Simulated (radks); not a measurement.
Results of a calculation; reference values are marked as such.
Problem. The mean radii <r> (bohr) of the occupied orbitals of an atom or ion are listed with their occupations. Code: a radial shooting solver on a logarithmic mesh with Libxc functionals. Model: Dirac Kohn-Sham, PBE, spin-unpolarised, spherical densities, finite nucleus; Fermi nuclear charge, rms radius of each element as measured or else 0.836 A^(1/3) + 0.57 fm.

| orbital | occ. | <r> |
|---|---|---|
| 1s1/2 | 2 | 0.02722 |
| 2s1/2 | 2 | 0.1168 |
| 2p1/2 | 2 | 0.09846 |
| 2p3/2 | 4 | 0.1041 |
| 3s1/2 | 2 | 0.3138 |
| 3p1/2 | 2 | 0.3040 |
| 3p3/2 | 4 | 0.3155 |
| 3d3/2 | 4 | 0.2865 |
| 3d5/2 | 6 | 0.2901 |
| 4s1/2 | 2 | 0.7397 |
| 4p1/2 | 2 | 0.7722 |
| 4p3/2 | 4 | 0.8002 |
| 4d3/2 | 4 | 0.9104 |
| 4d5/2 | 6 | 0.9215 |
| 5s1/2 | 1 | 1.866 |
| 5p1/2 | 1.33333 | 2.137 |
| 5p3/2 | 2.66667 | 2.215 |

Name the element and its charge. Open shells, if any, are shared by 2j + 1.

Solution. Z = 53, iodine, charge +2: I2+ in [Kr] 4d10 5s1 5p4. The 1s radius gives Z: for a bare nucleus <r> = (2 gamma + 1)/(2Z) with gamma = sqrt(1 - (Z/c)^2), 0.02683 bohr for Z = 53, and screening makes it slightly larger (0.02722 here). The occupations add up to 51, and the charge is Z minus that.
